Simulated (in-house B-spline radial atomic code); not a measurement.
A run on neutral nickel that did not converge. Method: non-relativistic TPSS, spin-polarised, spherical fractional occupations, point nucleus; computed with a B-spline radial code for spherical atoms.

Command:
```bash
python run_scf.py task.json out
```
Settings:
```
Z                28
configuration    [Ar] 3d7.75 4s2 4f0.25
hamiltonian      nr
method           tpss,tpss
spin_polarised   True
```

First and last ten iterations of the last attempt (damped for 15 steps, keeping 80 % of the old Fock matrix, then DIIS):
```
 iter        energy (Eh)    residual
    1       -1508.196180    4.08e-02
    2       -1508.197708    1.67e-03
    3       -1508.197773    8.90e-04
    4       -1508.197787    5.34e-04
    5       -1508.197790    3.55e-04
    6       -1508.197791    2.58e-04
    7       -1508.197792    1.99e-04
    8       -1508.197792    1.55e-04
    9       -1508.197793    1.21e-04
   10       -1508.197794    9.49e-05
  111       -1508.197803    9.41e-06
  112       -1508.197803    9.33e-06
  113       -1508.197803    6.13e-06
  114       -1508.197802    1.14e-05
  115       -1508.197801    1.78e-05
  116       -1508.197801    1.80e-05
  117       -1508.197802    1.18e-05
  118       -1508.197800    2.36e-05
  119       -1508.197756    1.12e-04
  120       -1508.197798    3.13e-05
 not converged after 120 iterations
```

The smallest residual met was 4.5e-06; the threshold is about 3e-07. No energy from this run should be used. Run time, properties included: 3.9 s on 1 thread of Arm Neoverse V1 (shared host).
